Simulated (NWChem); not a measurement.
Species: C$_{2}$H$_{4}$NO anion

```xyz
8

C      0.4914     1.3552     0.0000
N     -0.7231     0.5720     0.0000
C     -0.5355    -0.7301     0.0000
O      0.5385    -1.4002     0.0000
H      1.1396     1.1596    -0.8827
H      0.2416     2.4316     0.0000
H      1.1396     1.1596     0.8827
H     -1.5030    -1.3028     0.0000
```
Atoms are numbered in this order, from 1.

Computed with NWChem. Medium grid unless said otherwise, to which SCAN and Minnesota functionals are sensitive. The geometry was optimised at B3LYP/def2-SVPD. The highest occupied level is positive in some or all of these runs, so the extra electron may be held by the finite basis. Total energies of different functionals are on different scales.

```
level                                                                  energy (Ha)  highest occupied level (eV)  orbital gap (eV)  relative time
---------------------------------------------------------------------  -----------  ---------------------------  ----------------  -------------
B3LYP/aug-cc-pVDZ                                                        -208.6496                        -0.49              3.55              1
PBE/aug-cc-pVDZ                                                          -208.4049                         0.46              2.45              1
BHandHLYP/aug-cc-pVDZ                                                    -208.5170                        -1.75              5.18              1
LC-wPBE (HJS exchange hole, range parameter 0.4 per bohr)/aug-cc-pVDZ    -208.4922                        -3.24              7.19              4
RPBE/aug-cc-pVDZ                                                         -208.6564                         0.50              2.30              1
PW91/aug-cc-pVDZ                                                         -208.5765                         0.40              2.39              1
M06-2X/aug-cc-pVDZ                                                       -208.5559                        -1.81              4.86              1
LDA (Slater exchange, VWN5)/aug-cc-pVDZ                                  -206.9398                         0.26              2.69              1
```

The last column is a rough cost ratio, cheapest run = 1.
